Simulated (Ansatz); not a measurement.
Relaxation of C2H7BSeSi (12 atoms, charge 0, multiplicity 1), to a largest force component of 0.015 eV/Å in at most 40 steps.

Theory: RKS PBE0/def2-SVP (Ansatz).

```xyz
12
Properties=species:S:1:pos:R:3:forces:R:3
B -0.741 1.485 -0.083 -0.40 1.08 -0.03
C -0.114 0.099 -0.261 0.74 1.08 0.41
Si 1.259 -0.346 0.883 1.46 1.02 0.68
C -0.889 -0.987 -0.746 -3.42 -1.51 -0.33
Se 0.280 -0.356 -2.154 0.24 0.11 -0.30
H -1.828 1.647 0.458 0.17 -0.29 -0.18
H -0.188 2.502 -0.441 0.17 -0.16 0.12
H 2.387 0.688 0.793 -0.52 -0.36 0.09
H 1.847 -1.643 0.570 0.06 -0.67 -0.30
H 0.787 -0.398 2.300 -0.13 0.07 0.06
H -0.718 -2.012 -0.349 -0.06 0.36 -0.41
H -2.006 -0.735 -0.936 1.68 -0.72 0.20
```

Problem. Where does it end, and by what steps?

Solution. The forces met the threshold. After 10 steps the energy has fallen by 0.829 eV; H6 moved furthest, 0.94 Å. Joined: B1–Se5.

```
step  energy less start (eV)  largest force component (eV/Å)  accepted
   0                  0.0000                           3.417       yes
   1                 -0.2731                           1.081       yes
   2                 -0.3533                           0.462       yes
   3                 -0.4339                           0.679       yes
   4                 -0.5732                           0.617       yes
   5                 -0.7615                           0.512       yes
   6                 -0.8088                           0.387       yes
   7                 -0.8250                           0.165       yes
   8                 -0.8281                           0.062       yes
   9                 -0.8287                           0.024       yes
  10                 -0.8287                           0.010       yes
```

```xyz
12
Properties=species:S:1:pos:R:3
B -0.734 1.464 -0.287
C -0.204 0.030 0.057
Si 1.384 -0.368 0.984
C -1.012 -0.998 -0.614
Se -0.023 0.105 -1.935
H -1.922 1.608 -0.474
H -0.009 2.419 -0.132
H 2.386 0.710 0.756
H 1.919 -1.686 0.522
H 1.077 -0.462 2.446
H -0.696 -2.048 -0.589
H -2.091 -0.830 -0.700
```

The run took 40 s on 2 threads of AMD EPYC 7R13 Processor (Zen 3), on a shared host, peak memory 0.35 GiB.
